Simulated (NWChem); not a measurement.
silylphosphine (SiPH$_{5}$); SMILES P[SiH3]

Results from NWChem. All runs use the structure optimised with B3LYP/6-31G* (spherical d). Gas phase, vertical.

B3LYP/def2-SVPD, TDA puts singlet state 3 at 6.64 eV with oscillator strength 0.200.

Q: Give the wavelength, the transition dipole and the radiative lifetime of that state in vacuum.

A: 
1. λ = 1239.84/6.64 = 187 nm, or 53560 cm⁻¹.
2. f = (2/3) ΔE μ² in atomic units, so μ = √(1.5 f/ΔE) = 1.11 a.u. = 2.82 D.
3. τ = 1.499 s cm⁻² / (f ν²) = 2.6 ns, for a non-degenerate state that emits at the vertical energy; a higher state like this one mostly decays faster by other paths.
